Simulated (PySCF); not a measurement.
## YH₂: breathing scan

Method: PySCF, UPBE0, basis Y def2-TZVP with ECP28, H def2-TZVP (scalar-relativistic core potentials, no spin–orbit coupling, density fitting).

Rigid scan from the doublet minimum (Y–H 1.957 Å (×2); H–Y–H 115.4°). Coordinate: all bonds to the central atom scaled together. Energies in kJ/mol from the minimum.

```tsv
scale of all bonds to the centre	E (kJ/mol)	dipole size (D)	⟨S²⟩
0.88	57.3	1.99	0.75
0.92	23.4	2.24	0.75
0.96	5.4	2.50	0.75
1.00	0.0	2.77	0.75
1.04	4.6	3.04	0.75
1.08	16.9	3.32	0.75
1.14	46.0	3.74	0.75
1.22	97.8	4.30	0.75
1.35	196.6	5.16	0.75
```

Open d and f shells are described by one determinant, and the ground state may have another occupation or spin.

The scan took 5.8 s on 2 threads of a shared Arm Neoverse V1 host; the process peaked at 0.65 GiB.
